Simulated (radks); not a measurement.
The gadolinium ion Gd+ inside a hard spherical wall (all orbitals vanish at R), configuration held at [Xe] 4f7 5d1 6s1 and not refilled when levels cross. All-electron calculation, scalar-relativistic Kohn-Sham, PBE, spin-unpolarised, spherical densities, finite nucleus; Fermi nuclear charge, rms radius 5.1569 fm. Program: a radial shooting solver on a logarithmic mesh with Libxc functionals. Eigenvalues in eV, with the zero of energy where the potential of the charges vanishes at infinity; a dash marks a level that is unbound or too diffuse for the functional's potential to be trusted. A positive occupied level is held by the wall or, in an anion where self-interaction has pushed it up, behind a barrier. The pressure on the wall is -dE/dV.

R (bohr)  E (hartree)  kinetic (hartree)    e(5p)    e(4f)   e(6s)   e(5d)  e(6p, empty)  e(7s, empty)  pressure (GPa)
free      -11270.0141          12099.860  -33.597  -15.032  -9.275  -8.404        -5.733             -               0
12        -11270.0141          12099.861  -33.595  -15.030  -9.273  -8.403        -5.722        -2.468        0.000423
6         -11269.9720          12100.116  -32.627  -14.011  -7.842  -7.441        -2.862        10.716            3.18
5         -11269.8787          12100.542  -31.539  -12.810  -5.327  -6.118         1.197        23.608            15.1
3.5       -11269.0462          12104.092  -26.424   -6.821  11.764   1.453        24.652        83.193             280
3         -11267.8391          12109.166  -20.934   -0.649  31.097   9.626        48.503        136.08             980
2         -11253.7342          12160.712   26.137   40.360  178.91  73.430        213.72        459.18           22200
